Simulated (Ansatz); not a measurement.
Z-matrix (Å, degrees):
```
Al
S 1 2.395
C 1 2.095 2 47.6
B 1 2.541 2 71.5 3 -31.0
H 1 1.581 2 109.2 3 98.2
H 1 1.577 2 109.9 3 -119.1
H 2 1.345 1 94.5 3 96.3
C 3 1.506 1 113.7 2 105.8
H 4 1.199 1 119.8 2 146.3
H 4 1.200 1 91.9 2 -86.5
H 8 1.095 3 113.5 1 -31.3
H 8 1.091 3 109.0 1 89.1
H 8 1.094 3 110.4 1 -152.2
```

Total charge 0; spin multiplicity 1. The bonds changed during the relaxation, so this is another structure than the one it started from.

Task: List the r2SCAN/def2-TZVPP orbital energies in eV (Ansatz 0.2.0). (Estimate.)

Result: Computed: Occupied: -2410.60, -1517.03, -274.08, -273.40, -215.00, -179.48, -159.08, -158.97, -158.89, -110.54, -70.84, -70.72, -70.62, -21.77, -19.13, -15.88, -13.23, -11.71, -11.12, -10.56, -10.19, -9.73, -8.65, -8.27, -7.93, -7.45, -6.28. Lowest empty: -1.46, -1.09, -0.50, 0.08, 0.66, 0.98, 1.88, 2.11.
